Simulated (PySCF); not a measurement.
Electric field gradients and quadrupole coupling constants

Compound: C₇H₁₇NSi.
Numbering: `[CH2:1]=[CH:2][N:3]([SiH3:4])[C@@H:5]([CH3:6])[CH2:7][CH2:8][CH3:9]` (hydrogens: H10, H11 on C1; H12 on C2; H13, H14, H15 on Si4; H16 on C5; H17, H18, H19 on C6; H20, H21 on C7; H22, H23 on C8; H24, H25, H26 on C9)

Structure used (GFN2-xTB), in Å, numbered top down from 1:
```
atom  x, y, z in Å
C1    -2.6980   -0.4450    1.4095
C2    -1.6214    0.1925    0.9658
N3    -1.1156    0.1560   -0.3164
Si4   -1.8501   -0.8196   -1.5461
C5     0.0792    0.9456   -0.5730
C6    -0.1714    2.4386   -0.3439
C7     1.2887    0.4502    0.2326
C8     1.6335   -1.0037   -0.0777
C9     2.8788   -1.4590    0.6736
H10   -3.0041   -0.3476    2.4352
H11   -3.3027   -1.0721    0.7800
H12   -1.0627    0.8093    1.6569
H13   -1.0230   -0.6385   -2.7376
H14   -1.8497   -2.2293   -1.1422
H15   -3.2186   -0.3646   -1.8080
H16    0.3160    0.8116   -1.6330
H17   -1.0596    2.7505   -0.8887
H18    0.6781    3.0156   -0.7012
H19   -0.3170    2.6627    0.7098
H20    2.1430    1.0855   -0.0126
H21    1.0966    0.5544    1.3021
H22    1.7951   -1.1121   -1.1530
H23    0.7894   -1.6403    0.1950
H24    2.7219   -1.3976    1.7485
H25    3.7306   -0.8323    0.4160
H26    3.1218   -2.4885    0.4216
```

Field gradients from the PBE0/pcSseg-1 density (PySCF, non-relativistic), principal values in atomic units, ordered |Vxx| ≤ |Vyy| ≤ |Vzz|:

| atom | Vxx | Vyy | Vzz |
| --- | --- | --- | --- |
| N3 | 0.2873 | 0.6387 | -0.9261 |

**Question.** Find the asymmetry η = (Vxx − Vyy)/Vzz and the couplings χ = eQV/h (234.96 MHz × Q in barn × V in au), with Q(14N) = 0.02044 b.

**Answer.** 
```tsv
atom	environment	nucleus	η	χzz (MHz)	χxx (MHz)	χyy (MHz)
N3	silicon-bound nitrogen	14N	0.38	-4.448	1.380	3.068
```

The tensor is traceless: Vxx + Vyy + Vzz = 0.

**Question.** What is Vzz at N3 in SI units (1 au = 9.71736 × 10²¹ V/m²)?

**Answer.** -0.9261 au = -8.999 × 10²¹ V/m².

**Question.** And the gradient at the other heavy atoms, for which no coupling is worked out here?

**Answer.** 
| atom | environment | Vzz (au) | η |
| --- | --- | --- | --- |
| C1 | terminal =CH2 carbon | 0.104 | 0.89 |
| C2 | vinylic carbon bearing nitrogen | -0.318 | 0.62 |
| Si4 | SiH3 silicon | 0.368 | 0.17 |
| C5 | sp3 carbon bound to nitrogen | 0.262 | 0.20 |
| C6 | methyl carbon | 0.051 | 0.29 |
| C7 | chain CH2 carbon | -0.032 | 0.66 |
| C8 | chain CH2 carbon | -0.057 | 0.47 |
| C9 | methyl carbon | 0.046 | 0.09 |

Were the hydrogens deuterons (Q(2H) = 0.00286 b), χzz would run from 107 kHz (H14 and H15) to 233 kHz (H10 and H11).

Geometry: GFN2-xTB, one conformer, isolated molecule. GFN2-xTB bond lengths can be off by several hundredths of an ångström, more for odd bonds, and the gradients follow them. The small basis limits the accuracy of the gradients.

These values come from a run that also computed NMR shieldings. The run took 94 s wall on one thread, Arm Neoverse V1 (aarch64), on a shared host, and the process peaked at 1.1 GiB of memory.
